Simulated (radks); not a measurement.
Results of a calculation; reference values are marked as such.
Valence configurations of Sr+ (all share [Kr]). Level of theory: scalar-relativistic Kohn-Sham, r2SCAN, spin-polarised, spherical densities, finite nucleus; open shells are filled with parallel spins first (spin-orbit coupling, left out, can overturn this in heavy ions); meta-GGA in the generalised Kohn-Sham scheme; Fermi nuclear charge, rms radius 4.224 fm (a radial shooting solver on a logarithmic mesh with Libxc functionals). Energies are relative to 5s1; eigenvalues in eV for spin up.

valence      E (eV)  moment (Bohr magnetons)   e(4d)   e(5p)   e(5s)
5s1           0.000                        1       -       -  -8.762
5p1           2.978                        1       -  -6.221       -
4d1           1.976                        1  -5.550       -       -
4d0.5 5s0.5   1.035                        1  -6.127       -  -8.115
5s0.5 5p0.5   1.533                        1       -  -5.979  -8.951

NIST lists [Kr] 5s1 as the ground configuration; this level of theory agrees among the configurations tried. The energies are those of spherical high-spin densities, not of single terms.
